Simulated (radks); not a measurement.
The numbers below are computed, except where a source is named.
Cu3.7+, 25.3 electrons, occupied as [Ne] 3s(up 1, down 0.3) 3p6 3d8 (fractional occupations, a model configuration).

Code: a radial shooting solver on a logarithmic mesh with Libxc functionals. Model: non-relativistic Kohn-Sham, r2SCAN, spin-polarised, spherical densities, point nucleus; open shells are filled with parallel spins first; meta-GGA in the generalised Kohn-Sham scheme.

Energy parts (hartree):
total: -1633.73900
kinetic: 1632.65287
electron-nucleus: -3853.05211
Hartree: 651.79516
exchange-correlation: -65.13492

Orbitals (lengths in bohr, moments of r in powers of bohr; r(90%) holds 90 % of the orbital's charge):
| orbital | occ. | eigenvalue (hartree) | r(90%) |
|---|---|---|---|
| 1s up | 1 | -324.9010 | 0.0942 |
| 1s down | 1 | -324.8835 | 0.0942 |
| 2s up | 1 | -41.05847 | 0.368 |
| 2s down | 1 | -40.97803 | 0.368 |
| 2p up | 3 | -36.22961 | 0.339 |
| 2p down | 3 | -36.16390 | 0.339 |
| 3s up | 1 | -6.61515 | 1.06 |
| 3s down | 0.3 | -6.42742 | 1.06 |
| 3p up | 3 | -5.07523 | 1.12 |
| 3p down | 3 | -4.89346 | 1.13 |
| 3d up | 5 | -2.47693 | 1.33 |
| 3d down | 3 | -2.31237 | 1.38 |

The highest occupied level is 3d down at -62.923 eV. Spin moment in Bohr magnetons: 2.7.
